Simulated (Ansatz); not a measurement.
One change: `C[O][Cd][Cl]` becomes `[SiH3][O][Cd][Cl]`.

Ansatz, PBE0-D4/def2-TZVP geometries, multiplicity 1. Each molecule was computed in one conformer, which needn't be the lowest.

Elements past krypton have def2 core potentials.

| property | `C[O][Cd][Cl]` |
| --- | --- |
| size of the dipole moment (B3LYP/def2-TZVPP) / D | 1.60 |
| LUMO energy (PBE0/def2-TZVPP) / eV | -1.80 |
| size of the dipole moment (ωB97M-V/def2-TZVPP) / D | 1.52 |
| ideal-gas entropy at 298 K and 1 bar (rigid rotor, harmonic PBE0-D4/def2-TZVP) / J/(mol·K) | 342 |
| LUMO energy (B3LYP/def2-TZVPP) / eV | -2.13 |
| HOMO–LUMO gap (PBE0/def2-TZVPP) / eV | 5.70 |

(1) Give the same properties after the change, and the shifts. (Estimate.)

Answers

(1) The calculation gave: 
```csv
property,`[SiH3][O][Cd][Cl]`,shift
size of the dipole moment (B3LYP/def2-TZVPP) / D,0.02,-1.58
LUMO energy (PBE0/def2-TZVPP) / eV,-2.10,-0.30
size of the dipole moment (ωB97M-V/def2-TZVPP) / D,0.01,-1.51
"ideal-gas entropy at 298 K and 1 bar (rigid rotor, harmonic PBE0-D4/def2-TZVP) / J/(mol·K)",367,25
LUMO energy (B3LYP/def2-TZVPP) / eV,-2.42,-0.29
HOMO–LUMO gap (PBE0/def2-TZVPP) / eV,6.23,0.53
```

With PBE0 the HOMO falls by 0.83 eV and the LUMO falls by 0.30 eV, so the gap widens by about 0.53 eV. PBE moves the HOMO by -0.90 eV and ωB97M-V by -0.75 eV. Modes under 60 cm⁻¹, often nearly free rotors, make the harmonic entropy too high.

B3LYP here is the variant with VWN-RPA as its local correlation; programs differ in this.
